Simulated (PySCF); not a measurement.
NMR problem set

Computational details: GIAO PBE0/pcSseg-1 shieldings, GFN2-xTB geometry, in PySCF (relativity neglected, one averaged value for each set of equivalent atoms, a single conformation, gas phase).

Shifts are taken against calculated references (same method and geometry level): TMS for ¹H and ¹³C. Splittings of carbon signals by F and P are missing where no couplings were computed. Where no couplings were computed, multiplicities follow the n + 1 count of equivalent neighbours, and m marks all less simple cases (inequivalent or close neighbours, rings, F or P nearby). Shifts are as computed. Against solution values, carbons near 30 ppm lie about +3 ppm off and those near 130 ppm about +5 ppm; carbons on Cl a further +6 ppm. Of 1211 compounds with measured shifts, 218 miss one by over three times the rms of a fit or turn the order of signals round; such compounds aren't used in these exercises. Carbons bonded to Cl come out too deshielded. OH and NH positions are gas-phase values without hydrogen bonding to other molecules.

**Question.** C5H6ClFO. ¹H NMR (500 MHz, computed): δ 2.75 (m, 1H), 1.82 (m, 3H), 1.80 (m, 1H), 1.32 (m, 1H). ¹³C{¹H} NMR (computed): δ 183.6 (C), 88.5 (C), 39.1 (CH), 27.8 (CH2), 17.1 (CH3). Give a structure.

**Answer.** `C[C@@]1(F)C[C@H]1C(=O)Cl`. The formula gives 2 degrees of unsaturation (1 ring in the answer). 5 carbon signals for 5 carbons: no two carbons are equivalent. Carbon types of the structure: 2 × C, 1 × CH, 1 × CH2, 1 × CH3, which accounts for all hydrogens. δC 183.6: carbonyl carbon. δC 88.5, 39.1, 27.8: three-membered-ring carbon. δC 17.1: methyl carbon; aliphatic region, no heteroatom directly attached. δH 1.82: hydrogen on a methyl carbon.

The shifts were computed for this structure.

**Question.** C6H5FO. ¹H NMR (600 MHz, computed): δ 7.54 (m, 1H), 6.93 (d, 1H), 6.84 (m, 1H), 6.46 (m, 1H), 4.38 (br s, 1H). ¹³C{¹H} NMR (computed): δ 173.6 (C), 164.9 (C), 136.7 (CH), 115.3 (CH), 112.1 (CH), 105.8 (CH). What is it?

**Answer.** 3-fluorophenol (c1c(O)cccc1F). Rings plus π bonds: 4 (1 ring in the answer). 6 carbon signals for 6 carbons: no two carbons are equivalent. Carbon types of the structure: 2 × C, 4 × CH, leaving 1 H on heteroatoms. δC 173.6: aromatic carbon bearing fluorine; an ipso carbon deshielded by its heteroatom. δC 164.9: aromatic carbon bearing oxygen; an ipso carbon deshielded by its heteroatom. δC 136.7, 115.3, 112.1, 105.8: aromatic CH. δH 4.38: hydrogen on a phenol-type oxygen; exchangeable; this is the value without hydrogen bonding to other molecules.

The data come from this structure; uniqueness wasn't tested.
